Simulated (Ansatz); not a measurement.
Gas-phase electronic energies from Ansatz, PBE0-D4/def2-TZVP geometries. CCSD(T)/CBS adds triple-zeta CCSD(T) − MP2 to the extrapolated MP2 energy (def2 sets, frozen cores). This one scheme is used for every species. DFT in def2-TZVPP. B3LYP here is the variant with VWN-RPA as its local correlation; programs differ in this. Each species was taken in one conformer, which may not be the lowest.

`BCl` + `COB(F)Cl` → `BB(F)OC` + Cl₂  (formal exchange of groups at a B–Cl bond)

`BCl`:

```xyz
4

B    -0.011    0.046   -0.145
Cl    0.111   -0.474    1.503
H    -1.088    0.322   -0.568
H     0.988    0.106   -0.790
```

`COB(F)Cl`:

```xyz
8

C     0.469    0.319   -0.963
O     0.532   -0.479    0.203
B    -0.378   -0.517    1.177
F    -0.167   -1.325    2.199
Cl   -1.856    0.448    1.188
H     0.392   -0.338   -1.830
H     1.393    0.894   -1.032
H    -0.384    0.998   -0.941
```

`BB(F)OC`:

Cartesian coordinates in Å:
```
B 0.718 -1.038 -1.044
B -0.023 -1.034 0.481
F -0.114 -2.185 1.154
O -0.543 0.043 1.102
C -0.510 1.317 0.499
H 0.096 -1.225 -2.050
H 1.896 -0.866 -1.176
H -0.044 1.297 -0.494
H -1.530 1.691 0.394
H 0.056 2.002 1.134
```

Cl₂:

```xyz
2

Cl   -0.480    0.137    0.856
Cl    0.480   -0.137   -0.856
```

```tsv
level	ΔE (kJ/mol)	difference from CCSD(T)/CBS
revPBE-D4	361.2	-15.2
B97M-V	385.2	8.8
PBE0-D4	375.5	-0.9
PBE-QIDH	393.2	16.8
revPBE	358.4	-18.0
B3LYP	367.4	-9.0
r2SCANh	387.6	11.2
r2SCAN0	391.0	14.6
HF/def2-SVP	422.0	45.6
CCSD/def2-SVP	420.0	43.6
CCSD(T)/def2-SVP	420.8	44.4
SCS-MP2/def2-TZVPP	390.4	14.0
CCSD(T)/def2-TZVPP	384.1	7.7
MP2/def2-QZVPP	398.3	21.9
SCS-MP2/def2-QZVPP	385.6	9.2
HF/CBS(def2)	387.0	10.6
CCSD(T)/CBS	376.4	0
```

Largest T1 diagnostic among the species: 0.013.

From r2SCAN to r2SCAN0 (25 % exact exchange), in def2-TZVPP and without D4, ΔE moves by +5.8 kJ/mol. At CCSD(T), def2-SVP lies +44.4 kJ/mol from the extrapolated value and def2-TZVPP +7.7 kJ/mol. Leaving LDA and LC-ωPBE aside and taking each functional with its dispersion term where it has one, the values, not all of them listed here, spread over 35.4 kJ/mol, from BLYP-D4 to PBE-QIDH. LDA lies +13.8 kJ/mol from PBE without D4.
